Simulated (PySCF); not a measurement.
Gas-phase reaction: 2 InBr3 + 2 In2O = 6 InBr + O2

Computed with PySCF (xtb for GFN2) and rigid-rotor harmonic-oscillator thermochemistry at 1 bar. † marks an energy on the PBE0/def2-TZVP geometry and frequencies; other levels use their own. MP2 and CCSD(T) freeze the core. Open shells (unrestricted): O2 (multiplicity 3); the rest are closed-shell singlets. GFN2 has no spin-polarisation term. B3LYP is the form with VWN-RPA correlation. In: scalar-relativistic def2 core potential, no spin-orbit coupling. Br: all electrons, no relativistic terms. MP2 isn't extrapolated to the basis-set limit; its ΔH°(298 K) is 428.3 kJ in def2-SVP and 430.0 kJ in def2-TZVPP. CCSD(T) isn't extrapolated to the basis-set limit; its ΔH°(298 K) is 353.5 kJ in def2-SVP and 384.4 kJ in def2-TZVPP. The harmonic model lacks anharmonicity and excited electronic states, which grow with temperature; levels with a mode under 35 cm⁻¹ are left out. Soft modes under 120 cm⁻¹ make the harmonic entropy rough for InBr3, In2O. Warning, large T1 diagnostic: In2O (CCSD(T)/def2-TZVPP†).

```csv
level,"ΔE electronic, kJ","ΔH°(298 K), kJ","ΔS°(298 K), J/K","ΔG°(2500 K), kJ"
B3LYP/def2-TZVP†,262,256,404,-664
CCSD(T)/def2-TZVPP†,391,384,404,-535
GFN2-xTB,420,415,399,-487
HF/def2-TZVP†,221,214,404,-705
M06-2X/def2-TZVP†,376,370,404,-550
MP2/def2-SVP†,435,428,404,-491
MP2/def2-TZVPP†,437,430,404,-490
PBE/def2-TZVP†,294,288,404,-632
PBE0/def2-QZVP†,318,311,404,-608
PBE0/def2-SVP†,270,264,404,-656
PBE0/def2-TZVP,308,301,404,-618
```
ΔH° is lowest at HF/def2-TZVP† and highest at MP2/def2-TZVPP†. No reference value is set beside these.
